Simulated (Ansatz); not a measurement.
Compare A (`C[CH2][SnH2][SiH3]`) with its isomer B (`[CH3][SnH2][CH2][SiH3]`).

Gas-phase electronic energies from Ansatz, PBE0-D4/def2-TZVP geometries. CCSD(T)/CBS is the MP2 limit (def2-TZVPP, def2-QZVPP) plus CCSD(T) − MP2 in def2-TZVPP, frozen cores. Functionals use def2-TZVPP. B3LYP here is the variant with VWN-RPA as its local correlation; programs differ in this. Elements past krypton have def2 core potentials. For Sn outer-core shells are correlated without core-valence functions, which leaves a few kJ/mol of doubt a bond. One conformer a species, not always the lowest.

**Question.** Which isomer does CCSD(T)/CBS put lower? Give the gap. (An estimate is asked.)

**Answer.** The calculation gave: B, by 16.5 kJ/mol.

**Question.** Give E(B) − E(A) in kJ/mol with r2SCAN-D4, MP2/def2-TZVPP, CCSD(T)/def2-TZVPP, HF/def2-TZVPP, B3LYP-D4, ωB97M-V, B3LYP. (An estimate is asked.)

**Answer.** Computed: r2SCAN-D4 -10.3, MP2/def2-TZVPP -21.6, CCSD(T)/def2-TZVPP -16.4, HF/def2-TZVPP -13.1, B3LYP-D4 -9.1, ωB97M-V -15.7, B3LYP -7.1. None reverses the order clearly.

Largest T1 diagnostic: 0.012.

In def2-TZVPP, CCSD(T) changes the Hartree–Fock value by −3.3 kJ/mol (the triples alone add −0.9 kJ/mol) and MP2 by −8.5 kJ/mol.
